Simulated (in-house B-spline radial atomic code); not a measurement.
Configurations of the aluminium ion Al³⁺, with energies counted from [He] 2s2 2p6. All numbers are computed (scalar-relativistic (X2C) TPSSh, spin-polarised, spherical fractional occupations; Fermi nucleus of rms radius 3.061 fm) with an all-electron radial atomic-structure program (B-spline basis), not measured. Caution: exact exchange at fractional occupations of open shells leaves self-interaction of up to several eV. Shells without spins written out take the highest spin.

Occupations are held fixed; configurations that lie above the ionisation limit could autoionise.

```tsv
configuration	E - E(ref) (eV)	highest orbital	its <r> (bohr)
[He] 2s2 2p(3 up, 2 down) 3s(1 up, 0 down)	78.309	3s up	1.915
[He] 2s1 2p6 3p1	124.71	3p up	2.118
[He] 2s(0 up, 1 down) 2p6 3p(1 up, 0 down)	124.94	3p up	2.131
[He] 2s(0 up, 1 down) 2p6 3d(1 up, 0 down)	134.98	3d up	2.469
```

**Question.** Order these further configurations by energy, lowest first.
A. [He] 2s(0 up, 1 down) 2p6 3s(1 up, 0 down)
B. [He] 2s1 2p6 3s1
C. [He] 2s1 2p6 3d1
D. [He] 2s2 2p5 3p1
E. [He] 2s2 2p5 3d1

**Answer.** D (86.614 eV), E (96.82 eV), B (116.35 eV), A (116.76 eV), C (134.79 eV).
